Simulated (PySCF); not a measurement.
```xyz
6
charge 0 multiplicity 5, angstrom
Ir   -0.0872   -0.0001    0.0000
F    -0.2590   -0.0004    1.8656
F    -0.2590   -0.0004   -1.8656
F     1.9196    0.0027    0.0000
F    -0.2616    1.8653    0.0000
F    -0.2564   -1.8660    0.0000
```

All numbers come from UPBE/[Ir def2-SVP with ECP60, F def2-SVP], scalar-relativistic core potentials, density fitting, no spin–orbit coupling, PySCF.

This geometry of IrF₅ is a stationary point at this level.

Problem. What is the point group?

Solution. C4v.

Problem. Is it a minimum?

Solution. Yes: all harmonic wavenumbers are real.

Problem. Which band is strongest in the infrared?

Solution. 687 cm⁻¹ (e), 204 km/mol.

Problem. What are the dipole moment and the gap between the highest occupied and lowest empty levels of either spin?

Solution. 1.26 D and 0.47 eV.

Only a few start shapes were tried, so a lower isomer may exist. Other spin states or occupations of the open shell can lie lower. At this level a triplet minimum of C2v symmetry lies 13 kJ/mol below this structure. No spin–orbit coupling is included, which matters more the heavier the element.
